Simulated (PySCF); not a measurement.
Compound: C₄H₃ClN₂O.
Cartesian coordinates in Å at the GFN2-xTB level; atoms count from 1:
```
atom  x, y, z in Å
O1     1.850    1.640    0.063
N2     0.950    0.778    0.031
C3    -0.363    1.109   -0.009
C4    -1.344    0.142   -0.045
C5    -0.949   -1.187   -0.039
N6     0.337   -1.512    0.001
C7     1.233   -0.574    0.035
Cl8    2.884   -0.978    0.088
H9    -0.567    2.169   -0.010
H10   -2.383    0.428   -0.076
H11   -1.644   -2.011   -0.065
```

The calculation used PySCF 2.14.0, density-fitted response routines, TDDFT PBE0/def2-SVPD, vertical, gas phase, core orbitals frozen in the response.

Ground-to-excited transition dipoles (e·a0, same axes as the geometry; the sign carries no meaning), for the states with f of 0.002 or more among the lowest 7:

| state | E (eV) | μx | μy | μz |
| --- | --- | --- | --- | --- |
| S2 | 4.214 | 0.787 | -0.073 | 0.025 |
| S4 | 4.963 | 0.458 | 1.087 | 0.019 |
| S7 | 6.062 | -0.639 | 0.652 | -0.018 |

Task: What oscillator strength does each state have?

Result: f = (2/3) ΔE |μ|² with ΔE in hartree (27.2114 eV).

```json
{"state": "S2", "|μ|² (au)": "0.626", "|μ| (D)": "2.01", "f": "0.065"}
{"state": "S4", "|μ|² (au)": "1.391", "|μ| (D)": "3.00", "f": "0.169"}
{"state": "S7", "|μ|² (au)": "0.834", "|μ| (D)": "2.32", "f": "0.124"}
```

Task: The point group is Cs. Which irreducible representation does each state belong to?

Result: From a totally symmetric ground state, an allowed state transforms like the component of the dipole operator along its μ. Polarised in the mirror plane, so A′: S2, S4 and S7.

Task: What angle do the transition dipoles of S2 and S7 make?

Result: |cos θ| = |μa·μb| / (|μa| |μb|) = 0.76, so θ ≈ 40° (taken between 0 and 90°, since the signs are arbitrary).

Task: What peak molar absorption coefficient would the strongest computed level give as a lone Gaussian band 0.5 eV wide at half height?

Result: ε(max) = 2.175×10⁸ f / FWHM, with the width in cm⁻¹. S4: 2.175×10⁸ × 0.1691 / 4033 ≈ 9100 L mol⁻¹ cm⁻¹.
